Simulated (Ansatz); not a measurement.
Species: dibromo(dichloro)methane, CBr2Cl2, net charge 0, singlet state. 
Geometry from a B3LYP-D3(BJ)/def2-TZVP (Ansatz, a first-principles code) optimisation:
```xyz
5

Cl    -1.6471    -0.8115    -0.8749
C     -0.3582    -0.1429     0.1386
Cl    -0.8472    -0.1836     1.8400
Br    -0.0029     1.7122    -0.3951
Br     1.2759    -1.2044    -0.0974
```

Basis-set convergence of Hartree-Fock and CCSD correlation energies (hartree) with Ansatz. Cores are frozen in the correlated levels unless marked. No spin-orbit coupling. The frozen core is the preceding noble-gas configuration, with the filled d and f shells of earlier blocks. No relativistic terms.

```json
[
 {"basis": "def2-SVP", "functions": "114", "E(HF)": "-6100.68883", "E(corr, CCSD)": "-0.69473"},
 {"basis": "def2-TZVPP", "functions": "211", "E(HF)": "-6101.68811", "E(corr, CCSD)": "-0.92427"},
 {"basis": "def2-QZVPP", "functions": "375", "E(HF)": "-6101.81386", "E(corr, CCSD)": "-1.00328"}
]
```

Extrapolating the two largest sets (X = 3 and 4) as X^-3: E(corr) = (64·(-1.00328) - 27·(-0.92427))/37 = -1.0609 Eh, an estimate of the basis-set limit. The largest set recovers 94.6 % of it, the smallest 65.5 %.
